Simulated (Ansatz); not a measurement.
Calculated with Ansatz (gas phase, PBE0-D4/def2-TZVP geometries, no zero-point term in ΔE). CBS: MP2 limit from def2 TZ/QZ plus the TZ coupled-cluster correction, frozen cores. Each species was taken in one conformer, which may not be the lowest.

Consider the formal exchange of groups at a C–C bond: `CBOCC` + `BCBCl` → `BCB(C)Cl` + `CBOC`.

| level | ΔE (kcal/mol) |
| --- | --- |
| HF/def2-QZVPP | -7.9 |
| MP2/def2-QZVPP | -9.9 |

Task: What does CCSD(T)/CBS give? (Estimate.)

Result: Computed: -9.5 kcal/mol. The listed levels differ from it by 1.6, -0.4 kcal/mol.

Largest T1 diagnostic among the species: 0.012.

In def2-TZVPP, CCSD(T) changes the Hartree–Fock value by −1.4 kcal/mol (the triples alone add −0.2 kcal/mol) and MP2 by −1.9 kcal/mol. The D4 term adds −0.7 kcal/mol with B3LYP and −0.4 kcal/mol with PBE0; it sums over pairs of atoms, weighted by their polarisabilities, and B3LYP, whose exchange is more repulsive, gets the larger term.

B3LYP here is the variant with VWN-RPA as its local correlation; programs differ in this.
